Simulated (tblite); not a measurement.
CH5O2SSi2 (doublet state).
SMILES with atom numbers: `[O:1]=[C:2]([OH:3])[SiH:4][S:5][SiH3:6]` (hydrogens: H7 on O3; H8 on Si4; H9, H10, H11 on Si6)

A start from a force field or distance geometry was refined with GFN2-xTB geometry optimisation, gas phase in tblite. Values at the start:

| coordinate | start |
| --- | --- |
| O1=C2 | 1.217 Å |
| C2–O3 | 1.336 Å |
| C2–Si4 | 1.878 Å |
| O3–H7 | 0.992 Å |
| Si4–S5 | 2.143 Å |
| Si4–H8 | 1.489 Å |
| S5–Si6 | 2.137 Å |
| Si6–H9 | 1.488 Å |
| Si6–H10 | 1.490 Å |
| O1–C2–O3 | 122.1° |
| O1–C2–Si4 | 117.8° |
| C2–Si4–S5 | 113.4° |
| O3–C2–Si4 | 120.1° |
| Si4–S5–Si6 | 95.1° |
| O1–C2–Si4–S5 | -104° |
| C2–Si4–S5–Si6 | 58° |

Task: How do these coordinates change at the GFN2-xTB level?

Result: 
```tsv
coordinate	GFN2-xTB (Å or °)	change
S5–Si6	2.210	+0.073
Si4–H8	1.445	-0.044
Si6–H10	1.449	-0.041
Si4–S5	2.106	-0.037
Si6–H9	1.465	-0.023
O3–H7	0.972	-0.020
C2–Si4	1.861	-0.017
O1=C2	1.227	+0.010
C2–O3	1.342	+0.006
Si4–S5–Si6	104.8	+9.7
C2–Si4–S5	108.3	-5.1
O1–C2–Si4	122.5	+4.7
O3–C2–Si4	115.6	-4.5
O1–C2–O3	121.6	-0.5
O1–C2–Si4–S5	-18	+86
C2–Si4–S5–Si6	13	-45
```

The energy falls by 12.9 kcal/mol over 118 L-BFGS steps, the largest force on an atom goes from 1.44 to 0.008 eV/Å, and the atoms move by 0.756 Å rms after alignment. The bond that changes most is S5–Si6 (ends: sulfur bonded to 2 Si; silicon bonded to S and 3 H), which lengthens by 0.073 Å. Bonds longer at the end by more than 0.005 Å: 3 of 10; shorter: 7. Among the dihedrals that turn most is O3–C2–Si4–S5, from 75° to 168°. Rotational constants go from 2796, 1219, 1020 to 2922, 1420, 973.8 MHz.

The run took 0.66 s wall on Arm Neoverse V2, one thread, shared host with 96 logical CPUs at a one-minute load of 32.

Its GFN2-xTB frequencies are all real (lowest 52 cm⁻¹).

One conformer stands for the species.

The numbers are calculated, not measured.
